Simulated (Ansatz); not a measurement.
Ansatz (a quantum-chemistry and plane-wave program) input:

Ansatz 0.2 input:
```yaml
crystal:
  periodic: [false, false, false]
  atoms:
    - {symbol: N, position_ang: [-0.66161178, 0.24692438, 0.09463521]}
    - {symbol: C, position_ang: [0.46678949, -0.03085501, -0.16510130]}
    - {symbol: O, position_ang: [1.55597650, -0.12197048, -0.53522247]}
    - {symbol: H, position_ang: [-1.39208847, -0.13985562, 0.64505109]}
basis:
  gaussian:
    orbitals: def2-TZVP
hamiltonian:
  xc: b3lyp
  dispersion: d3bj
relax: {f_tol: 0.002, max_steps: 150}
```

Problem. Predict the final energy.

Solution. -168.76093 Eh (B3LYP-D3(BJ)/def2-TZVP). The basis has 99 functions.
